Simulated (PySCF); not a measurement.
Predicted microwave data (PBE0-D3(BJ)/def2-SVP geometry optimisation, gas phase (PySCF 2.14.0)) for one isomer of C3H8FNSi:

- Rotational constants: A = 9342, B = 1072, C = 1011 MHz
- Dipole components: |μa| = 0.63 D, |μb| = 2.15 D, |μc| = 0.31 D
- Inertial defect: -26.00 u·Å²
- κ: -0.99

Question: Which structure is it? (One computed conformer of each.)
A. `[F:1][CH2:2][CH2:3]/[CH:4]=[N:5]/[SiH3:6]` with F1–C2–C3–C4 -179°, C2–C3–C4–N5 0°
B. `[F:1][CH2:2][CH2:3]/[CH:4]=[N:5]\[SiH3:6]` with F1–C2–C3–C4 -62°, C2–C3–C4–N5 -131°
C. `[F:1][Si@H:2]1[CH2:3][CH2:4][CH2:5][NH:6]1` with F1–Si2–C3–C4 93°, Si2–C3–C4–C5 38°, C3–C4–C5–N6 -38°, C4–C5–N6–Si2 18°
D. `[F:1][C@@H:2]1[CH2:3][NH:4][SiH2:5][CH2:6]1` with F1–C2–C3–N4 -80°, C2–C3–N4–Si5 -18°, C3–N4–Si5–C6 -4°, N4–Si5–C6–C2 24°
E. `[CH2:1]=[C:2]([CH2:3][F:4])[SiH2:5][NH2:6]` with C1–C2–C3–F4 -1°, C1–C2–Si5–N6 -80°, C2–Si5–N6–H -40° and 178°

Answer: B. It is FCC/C=N\[SiH3], a near-prolate asymmetric top, point group C1. The candidates at the same level (rigid rotor, commonest isotopes):

```json
{"SMILES": "FCC/C=N/[SiH3]", "A (MHz)": "10885", "B (MHz)": "973.3", "C (MHz)": "913.2", "μa (D)": "1.19", "μb (D)": "1.51", "μc (D)": "0.00", "Δ (u·Å²)": "-12.24", "point group": "Cs", "rotor": "near-prolate asymmetric top"}
{"SMILES": "FCC/C=N\\[SiH3]", "A (MHz)": "9342", "B (MHz)": "1072", "C (MHz)": "1011", "μa (D)": "0.63", "μb (D)": "2.15", "μc (D)": "0.31", "Δ (u·Å²)": "-26.00", "point group": "C1", "rotor": "near-prolate asymmetric top"}
{"SMILES": "F[Si@H]1CCCN1", "A (MHz)": "4829", "B (MHz)": "2430", "C (MHz)": "1992", "μa (D)": "2.02", "μb (D)": "0.49", "μc (D)": "0.80", "Δ (u·Å²)": "-59.00", "point group": "C1", "rotor": "asymmetric top"}
{"SMILES": "C=C(CF)[SiH2]N", "A (MHz)": "5649", "B (MHz)": "1432", "C (MHz)": "1330", "μa (D)": "1.73", "μb (D)": "1.04", "μc (D)": "0.75", "Δ (u·Å²)": "-62.32", "point group": "C1", "rotor": "near-prolate asymmetric top"}
{"SMILES": "F[C@@H]1CN[SiH2]C1", "A (MHz)": "4335", "B (MHz)": "2677", "C (MHz)": "2159", "μa (D)": "0.25", "μb (D)": "1.08", "μc (D)": "1.53", "Δ (u·Å²)": "-71.36", "point group": "C1", "rotor": "asymmetric top"}
```

`C=C(CF)[SiH2]N` has A 40 % too low; `F[Si@H]1CCCN1` has B 127 % too high; `FCC/C=N/[SiH3]` has A 17 % too high; `F[C@@H]1CN[SiH2]C1` has B 150 % too high. No structure here is proved a minimum.
